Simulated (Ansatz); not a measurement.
Ansatz (a first-principles code) input for Pb(H)(SiH3) (H4PbSi), SMILES [PbH][SiH3] (connectivity only; charge and spin as stated), neutral, multiplicity 1, B3LYP-D3(BJ)/def2-TZVP. 

Ansatz 0.2 input:
```yaml
crystal:
  periodic: [false, false, false]
  atoms:
    - {symbol: Pb, position_ang: [-0.01397892, 0.34498204, 0.32009727]}
    - {symbol: H, position_ang: [-0.08530979, 1.59917151, -1.01463628]}
    - {symbol: Si, position_ang: [0.07084446, -1.67203159, -1.41425444]}
    - {symbol: H, position_ang: [0.99089526, -1.52610397, -2.54123082]}
    - {symbol: H, position_ang: [-1.21395768, -1.98337181, -2.04897840]}
    - {symbol: H, position_ang: [0.46282110, -2.96978073, -0.84356836]}
basis:
  gaussian:
    orbitals: def2-TZVP
hamiltonian:
  xc: b3lyp
  dispersion: d3bj
relax: {f_tol: 0.002, max_steps: 200}
```

Log of the run:

```
WARN ansatz: RAYON_NUM_THREADS=1 ignored (pool sized by the plan → 1); use --threads N
Functional definition: B3LYP
integrals: 0.04 GiB planned
867 factors; their error is unknown
mean field: 0.35 GiB planned
mean field evaluation 1: about -13191.3943 eV, gradient 2.0e1 eV
mean field evaluation 2: about -13191.2788 eV, gradient 2.3e1 eV
mean field evaluation 4: about -13193.1046 eV, gradient 9.9e-1 eV
mean field evaluation 8: about -13193.1625 eV, gradient 3.0e-2 eV
mean field -13193.16249918 eV, -484.8397791981 hartree, gradient 7.2e-5 eV, S^2 0.000000; 0 other end points of the search recorded, 0 dependent functions left out
the calculation of the forces begins
reference -13193.16275694 eV, -484.8397886707 hartree; 20, 20 occupied and 91, 91 virtual orbitals, 867 factors
relax step   1: F+E_penalty+E_count = -13193.38033668 eV  Δ(F+E_penalty+E_count) = +0.000e0 eV  max|allowed force component| = 6.371e-1 eV/Å  Δτ_max = 0.0000 Å  (27 SCF iters, accepted)
these checks for a lower state are left out or cut short: starts, cluster_reference, orbital_swaps, neighbouring_geometries, increment
integrals: 0.04 GiB planned
867 factors; their error is unknown
mean field: 0.35 GiB planned
mean field evaluation 16: about -13193.0157 eV, gradient 1.6e1 eV
mean field -13193.18137486 eV, -484.8404728667 hartree, gradient 2.2e-5 eV, S^2 0.000000; 0 other end points of the search recorded, 0 dependent functions left out
the calculation of the forces begins
reference -13193.18163648 eV, -484.8404824808 hartree; 20, 20 occupied and 91, 91 virtual orbitals, 867 factors
relax step   2: F+E_penalty+E_count = -13193.39680986 eV  Δ(F+E_penalty+E_count) = -1.647e-2 eV  max|allowed force component| = 8.672e-1 eV/Å  Δτ_max = 0.1458 Å  (34 SCF iters, accepted)
these checks for a lower state are left out or cut short: starts, cluster_reference, orbital_swaps, neighbouring_geometries, increment
integrals: 0.04 GiB planned
867 factors; their error is unknown
mean field: 0.35 GiB planned
mean field -13193.24031331 eV, -484.8426388146 hartree, gradient 8.4e-6 eV, S^2 0.000000; 0 other end points of the search recorded, 0 dependent functions left out
the calculation of the forces begins
reference -13193.24057248 eV, -484.8426483391 hartree; 20, 20 occupied and 91, 91 virtual orbitals, 867 factors
relax step   3: F+E_penalty+E_count = -13193.45831726 eV  Δ(F+E_penalty+E_count) = -6.151e-2 eV  max|allowed force component| = 2.250e-1 eV/Å  Δτ_max = 0.1188 Å  (30 SCF iters, accepted)
these checks for a lower state are left out or cut short: starts, cluster_reference, orbital_swaps, neighbouring_geometries, increment
integrals: 0.04 GiB planned
867 factors; their error is unknown
mean field: 0.35 GiB planned
mean field evaluation 32: about -13193.1916 eV, gradient 5.4e-2 eV
mean field -13193.24903535 eV, -484.8429593438 hartree, gradient 2.5e-5 eV, S^2 0.000000; 0 other end points of the search recorded, 0 dependent functions left out
the calculation of the forces begins
reference -13193.24929454 eV, -484.8429688687 hartree; 20, 20 occupied and 91, 91 virtual orbitals, 867 factors
relax step   4: F+E_penalty+E_count = -13193.46647654 eV  Δ(F+E_penalty+E_count) = -8.159e-3 eV  max|allowed force component| = 9.079e-2 eV/Å  Δτ_max = 0.0890 Å  (29 SCF iters, accepted)
these checks for a lower state are left out or cut short: starts, cluster_reference, orbital_swaps, neighbouring_geometries, increment
integrals: 0.04 GiB planned
867 factors; their error is unknown
mean field: 0.35 GiB planned
mean field -13193.25008138 eV, -484.8429977845 hartree, gradient 1.2e-5 eV, S^2 0.000000; 0 other end points of the search recorded, 0 dependent functions left out
the calculation of the forces begins
reference -13193.25034058 eV, -484.8430073102 hartree; 20, 20 occupied and 91, 91 virtual orbitals, 867 factors
relax step   5: F+E_penalty+E_count = -13193.46763099 eV  Δ(F+E_penalty+E_count) = -1.154e-3 eV  max|allowed force component| = 1.294e-2 eV/Å  Δτ_max = 0.0404 Å  (30 SCF iters, accepted)
these checks for a lower state are left out or cut short: starts, cluster_reference, orbital_swaps, neighbouring_geometries, increment
integrals: 0.04 GiB planned
867 factors; their error is unknown
mean field: 0.35 GiB planned
mean field -13193.25043767 eV, -484.8430108781 hartree, gradient 2.3e-5 eV, S^2 0.000000; 0 other end points of the search recorded, 0 dependent functions left out
the calculation of the forces begins
reference -13193.25069691 eV, -484.8430204050 hartree; 20, 20 occupied and 91, 91 virtual orbitals, 867 factors
relax step   6: F+E_penalty+E_count = -13193.46788811 eV  Δ(F+E_penalty+E_count) = -2.571e-4 eV  max|allowed force component| = 1.032e-2 eV/Å  Δτ_max = 0.0275 Å  (29 SCF iters, accepted)
these checks for a lower state are left out or cut short: starts, cluster_reference, orbital_swaps, neighbouring_geometries, increment
integrals: 0.04 GiB planned
867 factors; their error is unknown
mean field: 0.35 GiB planned
mean field -13193.25055532 eV, -484.8430152016 hartree, gradient 2.5e-5 eV, S^2 0.000000; 0 other end points of the search recorded, 0 dependent functions left out
the calculation of the forces begins
reference -13193.25081450 eV, -484.8430247262 hartree; 20, 20 occupied and 91, 91 virtual orbitals, 867 factors
relax step   7: F+E_penalty+E_count = -13193.46803394 eV  Δ(F+E_penalty+E_count) = -1.458e-4 eV  max|allowed force component| = 1.689e-2 eV/Å  Δτ_max = 0.0356 Å  (29 SCF iters, accepted)
these checks for a lower state are left out or cut short: starts, cluster_reference, orbital_swaps, neighbouring_geometries, increment
integrals: 0.04 GiB planned
867 factors; their error is unknown
mean field: 0.35 GiB planned
mean field evaluation 64: about -13193.2507 eV, gradient 2.2e-5 eV
mean field -13193.25065440 eV, -484.8430188427 hartree, gradient 2.2e-5 eV, S^2 0.000000; 0 other end points of the search recorded, 0 dependent functions left out
the calculation of the forces begins
reference -13193.25091367 eV, -484.8430283706 hartree; 20, 20 occupied and 91, 91 virtual orbitals, 867 factors
relax step   8: F+E_penalty+E_count = -13193.46807041 eV  Δ(F+E_penalty+E_count) = -3.646e-5 eV  max|allowed force component| = 1.706e-2 eV/Å  Δτ_max = 0.0118 Å  (31 SCF iters, accepted)
these checks for a lower state are left out or cut short: starts, cluster_reference, orbital_swaps, neighbouring_geometries, increment
integrals: 0.04 GiB planned
867 factors; their error is unknown
mean field: 0.35 GiB planned
mean field -13193.25064328 eV, -484.8430184342 hartree, gradient 1.1e-5 eV, S^2 0.000000; 0 other end points of the search recorded, 0 dependent functions left out
the calculation of the forces begins
reference -13193.25090249 eV, -484.8430279599 hartree; 20, 20 occupied and 91, 91 virtual orbitals, 867 factors
relax step   9: F+E_penalty+E_count = -13193.46809433 eV  Δ(F+E_penalty+E_count) = -2.392e-5 eV  max|allowed force component| = 1.212e-2 eV/Å  Δτ_max = 0.0039 Å  (25 SCF iters, accepted)
these checks for a lower state are left out or cut short: starts, cluster_reference, orbital_swaps, neighbouring_geometries, increment
integrals: 0.04 GiB planned
867 factors; their error is unknown
mean field: 0.35 GiB planned
mean field -13193.25049405 eV, -484.8430129498 hartree, gradient 2.3e-5 eV, S^2 0.000000; 0 other end points of the search recorded, 0 dependent functions left out
the calculation of the forces begins
reference -13193.25075318 eV, -484.8430224727 hartree; 20, 20 occupied and 91, 91 virtual orbitals, 867 factors
relax step  10: F+E_penalty+E_count = -13193.46809250 eV  Δ(F+E_penalty+E_count) = +1.831e-6 eV  max|allowed force component| = 8.945e-3 eV/Å  Δτ_max = 0.0047 Å  (31 SCF iters, rejected (line search))
these checks for a lower state are left out or cut short: starts, cluster_reference, orbital_swaps, neighbouring_geometries, increment
integrals: 0.04 GiB planned
867 factors; their error is unknown
mean field: 0.35 GiB planned
mean field -13193.25062855 eV, -484.8430178928 hartree, gradient 1.8e-5 eV, S^2 0.000000; 0 other end points of the search recorded, 0 dependent functions left out
the calculation of the forces begins
reference -13193.25088773 eV, -484.8430274174 hartree; 20, 20 occupied and 91, 91 virtual orbitals, 867 factors
relax step  11: F+E_penalty+E_count = -13193.46810611 eV  Δ(F+E_penalty+E_count) = -1.178e-5 eV  max|allowed force component| = 2.389e-3 eV/Å  Δτ_max = 0.0024 Å  (23 SCF iters, accepted)
these checks for a lower state are left out or cut short: starts, cluster_reference, orbital_swaps, neighbouring_geometries, increment
integrals: 0.04 GiB planned
867 factors; their error is unknown
mean field: 0.35 GiB planned
mean field -13193.25062354 eV, -484.8430177088 hartree, gradient 1.6e-5 eV, S^2 0.000000; 0 other end points of the search recorded, 0 dependent functions left out
the calculation of the forces begins
reference -13193.25088270 eV, -484.8430272326 hartree; 20, 20 occupied and 91, 91 virtual orbitals, 867 factors
relax step  12: F+E_penalty+E_count = -13193.46811049 eV  Δ(F+E_penalty+E_count) = -4.379e-6 eV  max|allowed force component| = 1.449e-3 eV/Å  Δτ_max = 0.0070 Å  (24 SCF iters, accepted)
integrals: 0.04 GiB planned
867 factors; their error is unknown
mean field: 0.35 GiB planned
mean field evaluation 96: about -13193.1913 eV, gradient 9.8e-1 eV
mean field -13193.25062354 eV, -484.8430177088 hartree, gradient 2.5e-5 eV, S^2 0.000000; 1 other end points of the search recorded, 0 dependent functions left out
the calculation of the forces begins
reference -13193.25088270 eV, -484.8430272326 hartree; 20, 20 occupied and 91, 91 virtual orbitals, 867 factors
Total energy: -13193.46836965 eV, -484.8510197304 hartree
Atom 0 at     0.141438     0.380616     0.352932 Å, force    -0.000264     0.000929    -0.001153 eV/Å
Atom 1 at    -0.281156     1.492157    -1.071120 Å, force     0.000369    -0.001098     0.001253 eV/Å
Atom 2 at     0.098051    -1.714744    -1.427233 Å, force    -0.000925     0.000292    -0.001449 eV/Å
Atom 3 at     1.093880    -1.501393    -2.513601 Å, force     0.000062     0.000156     0.000271 eV/Å
Atom 4 at    -1.240154    -1.827784    -2.070644 Å, force     0.000368     0.000271     0.000288 eV/Å
Atom 5 at     0.399256    -3.035987    -0.812905 Å, force     0.000390    -0.000549     0.000791 eV/Å
Dipole moment:     0.054164     0.132927     0.385412 e Å
```

The calculation finished and met its thresholds.
